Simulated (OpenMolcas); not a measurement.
## Mo III: input and output

Input:

```
&GATEWAY
Coord
1

Mo 0.0 0.0 0.0
Basis=ANO-RCC-VQZP
Group=XYZ
NoMove
AngMom=0.0 0.0 0.0
AMFI
&SEWARD
* reference wave functions (RASSCF and RASSI steps not shown): 4 electrons in 5 orbitals (4d)
>>> COPY JOB001 $Project.JobIph
&CASPT2
Multistate=5 1 2 3 4 5
Frozen=8 6
IPEA=0.25
Imaginary=0.1
MaxIter=60
WThr=0.0 0.3 0.05
PrWF=0.5
NoMix
>>> COPY JOB002 $Project.JobIph
&CASPT2
Multistate=45 1 2 3 4 5 6 7 8 9 10 11 12 13 14 15 16 17 18 19 20 21 22
23 24 25 26 27 28 29 30 31 32 33 34 35 36 37 38 39 40 41 42 43 44 45
Frozen=8 6
IPEA=0.25
Imaginary=0.1
MaxIter=60
WThr=0.0 0.3 0.05
PrWF=0.5
NoMix
>>> COPY JOB003 $Project.JobIph
&CASPT2
Multistate=50 1 2 3 4 5 6 7 8 9 10 11 12 13 14 15 16 17 18 19 20 21 22
23 24 25 26 27 28 29 30 31 32 33 34 35 36 37 38 39 40 41 42 43 44 45 46
47 48 49 50
Frozen=8 6
IPEA=0.25
Imaginary=0.1
MaxIter=60
WThr=0.0 0.3 0.05
PrWF=0.5
NoMix
```

Launched by
```bash
OMP_NUM_THREADS=1 MOLCAS_MEM=2252 MOLCAS_PROJECT=a pymolcas a.inp > a.log  # once for each step of the input, in one work folder
```

Output, cut to the results:

```
--- CASPT2 ---
Orbital specifications:
      -----------------------

      Symmetry species                           1   2
                                                ag  au
      Frozen orbitals                            8   6
      Inactive orbitals                          1   3
      Active orbitals                            5   0
      Secondary orbitals                        37  44
      Deleted orbitals                           0   0
      Number of basis functions                 51  53
Type of calculation                        MS-CASPT2
      Fock operator                              state-specific
      IPEA shift                                 0.25
      Real shift                                 0.00
      Imaginary shift                            0.10
      The input orbitals will be transformed to quasi-canonical
Reference energy:       -4044.9124642892
      E2 (Non-variational):      -0.3660776886
      Shift correction:          -0.0001636152
      E2 (Variational):          -0.3662413038
      Total energy:           -4045.2787055930
      Residual norm:              0.0000006283
      Reference weight:           0.93630
      Contributions to the CASPT2 correlation energy
      Active & Virtual Only:         -0.0405992139
      One Inactive Excited:          -0.1745730290
      Two Inactive Excited:          -0.1509054457
Reference energy:       -4044.9124642892
      E2 (Non-variational):      -0.3660937684
      Shift correction:          -0.0001636610
      E2 (Variational):          -0.3662574294
      Total energy:           -4045.2787217186
      Residual norm:              0.0000006816
      Reference weight:           0.93629
      Contributions to the CASPT2 correlation energy
      Active & Virtual Only:         -0.0405994370
      One Inactive Excited:          -0.1745894734
      Two Inactive Excited:          -0.1509048580
::    CASPT2 Root  1     Total energy:  -4045.27870559
::    CASPT2 Root  2     Total energy:  -4045.27872172
::    CASPT2 Root  3     Total energy:  -4045.27872218
::    CASPT2 Root  4     Total energy:  -4045.27868533
::    CASPT2 Root  5     Total energy:  -4045.27871639
::    MS-CASPT2 Root  1     Total energy:  -4045.27872702
::    MS-CASPT2 Root  2     Total energy:  -4045.27872246
::    MS-CASPT2 Root  3     Total energy:  -4045.27871365
::    MS-CASPT2 Root  4     Total energy:  -4045.27870526
::    MS-CASPT2 Root  5     Total energy:  -4045.27868282
--- CASPT2 ---
Orbital specifications:
      -----------------------

      Symmetry species                           1   2
                                                ag  au
      Frozen orbitals                            8   6
      Inactive orbitals                          1   3
      Active orbitals                            5   0
      Secondary orbitals                        37  44
      Deleted orbitals                           0   0
      Number of basis functions                 51  53
Type of calculation                        MS-CASPT2
      Fock operator                              state-specific
      IPEA shift                                 0.25
      Real shift                                 0.00
      Imaginary shift                            0.10
      The input orbitals will be transformed to quasi-canonical
Reference energy:       -4044.8428940803
      E2 (Non-variational):      -0.3781145018
      Shift correction:          -0.0002037097
      E2 (Variational):          -0.3783182116
      Total energy:           -4045.2212122919
      Residual norm:              0.0000007115
      Reference weight:           0.93147
      Contributions to the CASPT2 correlation energy
      Active & Virtual Only:         -0.0477759557
      One Inactive Excited:          -0.1818285640
      Two Inactive Excited:          -0.1485099822
Reference energy:       -4044.8428940803
      E2 (Non-variational):      -0.3782542091
      Shift correction:          -0.0002048816
      E2 (Variational):          -0.3784590907
      Total energy:           -4045.2213531710
      Residual norm:              0.0000006454
      Reference weight:           0.93137
      Contributions to the CASPT2 correlation energy
      Active & Virtual Only:         -0.0478528614
      One Inactive Excited:          -0.1818703353
      Two Inactive Excited:          -0.1485310125
::    CASPT2 Root  1     Total energy:  -4045.22121229
::    CASPT2 Root  2     Total energy:  -4045.22135317
::    CASPT2 Root  3     Total energy:  -4045.22120950
::    CASPT2 Root  4     Total energy:  -4045.22118367
::    CASPT2 Root  5     Total energy:  -4045.22118229
::    CASPT2 Root  6     Total energy:  -4045.22124140
::    CASPT2 Root  7     Total energy:  -4045.22114981
::    CASPT2 Root  8     Total energy:  -4045.22130484
::    CASPT2 Root  9     Total energy:  -4045.22130852
::    CASPT2 Root 10     Total energy:  -4045.22136246
::    CASPT2 Root 11     Total energy:  -4045.22123453
::    CASPT2 Root 12     Total energy:  -4045.22157411
::    CASPT2 Root 13     Total energy:  -4045.22149735
::    CASPT2 Root 14     Total energy:  -4045.22149869
::    CASPT2 Root 15     Total energy:  -4045.21610065
::    CASPT2 Root 16     Total energy:  -4045.21641795
::    CASPT2 Root 17     Total energy:  -4045.21669043
::    CASPT2 Root 18     Total energy:  -4045.21600800
::    CASPT2 Root 19     Total energy:  -4045.21616414
::    CASPT2 Root 20     Total energy:  -4045.21653066
::    CASPT2 Root 21     Total energy:  -4045.21645888
::    CASPT2 Root 22     Total energy:  -4045.20903208
::    CASPT2 Root 23     Total energy:  -4045.20881958
::    CASPT2 Root 24     Total energy:  -4045.20900344
::    CASPT2 Root 25     Total energy:  -4045.20899803
::    CASPT2 Root 26     Total energy:  -4045.20880119
::    CASPT2 Root 27     Total energy:  -4045.20905381
::    CASPT2 Root 28     Total energy:  -4045.20941248
::    CASPT2 Root 29     Total energy:  -4045.20883104
...
```

Levels above the lowest, from the spin-orbit matrix with the single-state CASPT2 energies, averaged by term, on its diagonal:

| Configuration | Term | J | E (eV) | Measured (eV) | Term weight % | Second |
| --- | --- | --- | --- | --- | --- | --- |
| 4d⁴ | ⁵D | 0 | 0.0000 | 0.0000 | 98 |  |
| 4d⁴ | ⁵D | 1 | 0.0298 | 0.0300 | 99 |  |
| 4d⁴ | ⁵D | 2 | 0.0825 | 0.0829 | 99 |  |
| 4d⁴ | ⁵D | 3 | 0.1509 | 0.1518 | 100 |  |
| 4d⁴ | ⁵D | 4 | 0.2305 | 0.2321 | 99 |  |
| 4d⁴ | ³P(1) | 0 | 1.447 | 1.3823 | 95 | 3 ¹S(1) |
| 4d⁴ | ³P(1) | 1 | 1.601 | 1.5511 | 98 |  |
| 4d⁴ | ³H | 4 | 1.621 | 1.5721 | 88 | 6 ³G |
| 4d⁴ | ³H | 5 | 1.690 | 1.6460 | 94 | 6 ³G |
| 4d⁴ | ³H | 6 | 1.752 | 1.7124 | 98 |  |
| 4d⁴ | ³F(1) | 3 | 1.801 | 1.7294 | 77 | 22 ³G |
| 4d⁴ | ³F(1) | 2 | 1.804 | 1.7269 | 98 |  |
| 4d⁴ | ³P(1) | 2 | 1.833 | 1.7801 | 97 |  |
| 4d⁴ | ³F(1) | 4 | 1.838 | 1.7725 | 78 | 11 ³G |
| 4d⁴ | ³G | 3 | 2.038 | 1.9678 | 77 | 22 ³F(1) |
| 4d⁴ | ³G | 4 | 2.088 | 2.0188 | 81 | 13 ³F(1) |
| 4d⁴ | ³G | 5 | 2.135 | 2.0723 | 94 | 6 ³H |
| 4d⁴ | ³D | 3 | 2.504 | 2.4162 | 98 |  |
| 4d⁴ | ³D | 2 | 2.517 | 2.4272 | 92 | 5 ¹D(1) |
| 4d⁴ | ¹I | 6 | 2.518 | 2.5157 | 98 |  |
| 4d⁴ | ³D | 1 | 2.557 |  | 99 |  |
| 4d⁴ | ¹G(1) | 4 | 2.651 | 2.5555 | 92 | 4 ³F(1) |
| 4d⁴ | ¹S(1) | 0 | 2.935 | 2.8504 | 97 | 3 ³P(1) |
| 4d⁴ | ¹D(1) | 2 | 3.005 | 2.8276 | 92 | 5 ³D |

Against the 22 measured excited levels shown (Sugar and Musgrove, J. Phys. Chem. Ref. Data 17, 155 (1988)) the mean absolute deviation is 460 cm-1; the largest miss in energy is 4d⁴ ¹D₂(1): computed 3.005, measured 2.8276 eV (+6.3 %).

CASPT2 does not keep the components of a term degenerate, so their means are used; among the terms shown or strongly mixed into the levels shown the widest spread is 350 cm-1 (4d⁴ ¹G(1)). Levels of configurations with an s electron are missing; early in the row they begin among the upper levels of the d shell and mix with terms of their name. Computed and measured levels are paired by configuration, term and J; levels that our copy of the source lacks, or whose pairing is in doubt (as where it misses far off the trend of its configuration), stay unpaired and out of the deviations. Levels of configurations outside the active space are missing. The table shows the lowest 24 of 34 levels.

The CASPT2 steps took 51 s on 1 thread of Arm Neoverse V2, with other jobs on the host; the integral step is not counted.

The term weight is that of the spin-free term in the level, not the purity of its configuration. A number in round brackets counts repeated terms of one configuration in the order of the reference energies.
